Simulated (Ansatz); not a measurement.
CH3FSi, SMILES `F[C][SiH3]` (lower triplet) (charge 0, multiplicity 3). This triplet lies 0.15 eV below the relaxed singlet at the level frozen-core CCSD(T)/cc-pVTZ // PBE0-D3(BJ)/def2-TZVP (Ansatz, a quantum-chemistry and plane-wave program).

Computed with HSE06/cc-pVTZ // PBE0-D3(BJ)/def2-TZVP (Ansatz).

Ansatz 0.2 input:
```yaml
crystal:
  periodic: [false, false, false]
  atoms:
    - { symbol: F, position_ang: [2.338485, 0.065287, 0.142698] }
    - { symbol: C, position_ang: [1.227542, -0.186984, -0.494578] }
    - { symbol: Si, position_ang: [-0.537942, -0.000145, 0.005347] }
    - { symbol: H, position_ang: [-0.851296, -0.835832, 1.196827] }
    - { symbol: H, position_ang: [-1.314648, -0.461336, -1.167237] }
    - { symbol: H, position_ang: [-0.862143, 1.41901, 0.316943] }
basis:
  gaussian: { orbitals: cc-pVTZ }
hamiltonian:
  xc: hse06
magnetization:
  spin_polarized: true
  initial_magnetization: 2
```

Output:

```
Functional definition: HSE06
783 factors; their error is unknown
72 factors; integrals over basis functions are off by at most 1.0e-6 eV
mean field evaluation 1: about -11669.4390 eV, gradient 1.3e1 eV
mean field evaluation 2: about -11669.9687 eV, gradient 9.6e0 eV
mean field evaluation 4: about -11670.4581 eV, gradient 1.5e0 eV
mean field evaluation 8: about -11670.4660 eV, gradient 4.3e-2 eV
mean field evaluation 16: about -11670.4977 eV, gradient 5.3e-5 eV
mean field -11670.49774605 eV, -428.8828816197 hartree, gradient 5.3e-5 eV, S^2 2.007521; 0 other end points of the search recorded, 0 dependent functions left out
reference -11670.49778007 eV, -428.8828828702 hartree; 17, 15 occupied and 119, 121 virtual orbitals, 783 factors
Total energy: -11670.49778007 eV, -428.8828828702 hartree
```
